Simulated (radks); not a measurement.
Spherical quantum dot in the effective-mass picture: electrons in a hard-walled sphere of radius 9.47, with a point charge +1 (a donor) at the centre, all in effective atomic units (hartree* = m*/eps^2 hartree, bohr* = eps/m* bohr), one dielectric constant everywhere. Calculated with a radial shooting solver with Libxc functionals: non-relativistic Kohn-Sham, LDA (Slater exchange, Perdew-Wang correlation), spin-polarised, spherical densities. Levels are named by radial order and angular momentum (1s, 1p, 1d, 2s, ...), and open shells are averaged over m. Results are scaled to m* = 0.134 and eps = 17.9, for which hartree* = 11.38 meV and bohr* = 7.069 nm.

N = 23, configuration 1s2 1p6 1d10 2s(up 1, down 0) 1f(up 4, down 0). This is the lowest configuration that the search found. Occupied and some empty levels:

level    occupation  eigenvalue (meV)  <r> (nm)
1s up             1            31.534     47.87
1s down           1            31.734     50.04
1p up             3            31.808     50.90
1p down           3            31.986     50.82
2s up             1            32.215     14.49
1d up             5            32.278     51.53
1d down           5            32.458     51.46
1f up             4            32.955     52.15
1f down           0            33.138     52.10
2s down           0            33.765     17.24
1g up             0            33.829     52.74
1g down           0            34.013     52.71
2p up             0            35.602     33.07
2p down           0            35.811     34.30
2d up             0            36.921     38.31
2d down           0            37.051     38.52

Energy (meV): total 364.341, kinetic 67.954, external -46.171, Hartree 393.39, exchange-correlation -50.836.

Electron density:

r (nm)  n(r) (e/nm^3)
3.69        0.0002927
7.02        0.0001149
10.3       0.00004629
13.7       0.00001922
17.0        8.465e-06
20.3        4.278e-06
23.6        2.960e-06
27.0        3.129e-06
30.3        4.402e-06
33.6        6.831e-06
36.9       0.00001065
40.3       0.00001601
43.6       0.00002272
46.9       0.00002975
50.2       0.00003497
53.6       0.00003537
56.9       0.00002880
60.2       0.00001663
63.5        4.818e-06
66.9        1.050e-08
